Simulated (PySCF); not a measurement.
NMR data simulated for an unnamed compound:

1H NMR (400 MHz, computed): δ 7.70 (d, 1H), 7.29 (m, 1H), 7.19 (m, 1H), 6.74 (d, 1H), 6.15 (m, 1H), 4.84 (m, 2H), 3.68 (br s, 2H).

13C{1H} NMR (computed): δ 152.7 (CH), 147.2 (C), 141.4 (C), 136.1 (C), 134.2 (CH), 129.3 (CH), 128.2 (CH), 120.7 (CH).

- PBE0/pcSseg-1 with gauge-including orbitals
- coordinates at the GFN2-xTB level
- run in PySCF 2.14.0 with density-fitted response routines
- no solvent model, one averaged value for each set of equivalent atoms, non-relativistic, one conformer

Shifts are taken against calculated references (same method and geometry level): 1H (σref 31.72) and 13C (σref 186.93) vs TMS.

**Question.** Which of these does the molecule contain: a non-aromatic C=C double bond, an NH or NH2 group, a Si–H bond, an N-methyl group, a methoxy group, a C≡C triple bond?

**Answer.** 
- A non-aromatic C=C double bond: yes.
- An NH or NH2 group: yes (δH 3.68 (br s)).
- A Si–H bond: yes (δH 4.84 (m)).
- An N-methyl group: no.
- A methoxy group: no.
- A C≡C triple bond: no.

The data belong to SMILES Nc1cccc2c1C=C[SiH2]2, C$_{8}$H$_{9}$NSi; they needn't prove each group on their own.

Carbon signals by region: 8 in the sp2 and nitrile region (100–160 ppm).

Exchangeable OH/NH protons stand at their gas-phase positions; hydrogen bonding in a real sample shifts them, mostly to higher δ. Shifts are as computed. Against solution values, carbons near 30 ppm lie about +3 ppm off and those near 130 ppm about +5 ppm. Of 1211 compounds with measured shifts, 218 miss one by over three times the rms of a fit or turn the order of signals round; such compounds aren't used in these exercises. Multiplicities follow the n + 1 count of equivalent neighbours, as no J values were calculated; m marks all less simple cases, F and P coupling included.
